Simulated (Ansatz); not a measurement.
H$_{3}$HfO$_{3}$, charge +1, singlet, at the geometry of the source list (the multiplicity is a formal guess) (core potentials on Hf); BLYP/def2-SVP run with Ansatz (a quantum-chemistry and plane-wave program).

The Ansatz input:
Ansatz 0.2 input:
```yaml
crystal:
  periodic: [false, false, false]
  atoms:
    - {symbol: Hf, position_ang: [0.06950000, -0.09380000, 0.10170000]}
    - {symbol: O, position_ang: [1.58570000, -0.12080000, -0.95190000]}
    - {symbol: H, position_ang: [2.48530000, -0.43640000, -1.10610000]}
    - {symbol: O, position_ang: [-0.39430000, -0.92940000, 1.68410000]}
    - {symbol: H, position_ang: [-1.19450000, -0.91180000, 2.22730000]}
    - {symbol: O, position_ang: [-1.28610000, 0.98250000, -0.57020000]}
    - {symbol: H, position_ang: [-1.26560000, 1.50980000, -1.38500000]}
basis:
  gaussian:
    orbitals: def2-SVP
    symmetry_tolerance_ang: 0.01
hamiltonian:
  xc: blyp
total_charge: 1
```

What the program printed (banner, timings and long lists left out):

```
Functional definition: BLYP
917 factors; their error is unknown
mean field evaluation 1: about -7449.5172 eV, gradient 1.5e2 eV
mean field evaluation 2: about -7124.2847 eV, gradient 3.5e2 eV
mean field evaluation 4: about -7486.5563 eV, gradient 2.3e1 eV
mean field evaluation 8: about -7487.7068 eV, gradient 3.2e-1 eV
mean field evaluation 16: about -7487.6441 eV, gradient 1.2e-4 eV
mean field -7487.64413726 eV, -275.1658467367 hartree, gradient 1.4e-5 eV, S^2 0.000000; 0 other end points of the search recorded, 0 dependent functions left out
reference -7487.64451271 eV, -275.1658605343 hartree; 19, 19 occupied and 70, 70 virtual orbitals, 917 factors
Total energy: -7487.64451271 eV, -275.1658605343 hartree
```
